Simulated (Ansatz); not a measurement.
Process, species as SMILES: COCC[SiH3] + 4 [H][H] (H2) -> 3 C (CH4) + O (H2O) + [SiH4] (SiH4)
Geometries: B3LYP-D3(BJ)/def2-TZVP minima from Ansatz (a quantum-chemistry and plane-wave program), one conformer each, not searched for the lowest.

Wanted: energy of full hydrogenation (electronic energy difference), in eV. Correlated levels leave the core frozen unless marked. No spin-orbit coupling. Non-relativistic. Basis-set limits of correlation are two-point, X^-3; Hartree-Fock from the larger set.

```
level               program  energy of full hydrogenation (eV)
------------------  -------  ---------------------------------
HF/aug-cc-pV(T+d)Z   Ansatz                              -3.84
```

Predict the CCSD(T)/CBS(cc-pV(T+d)Z,cc-pV(Q+d)Z) result (Ansatz).

-3.27 eV, so HF/aug-cc-pV(T+d)Z differs from it by -0.57 eV.
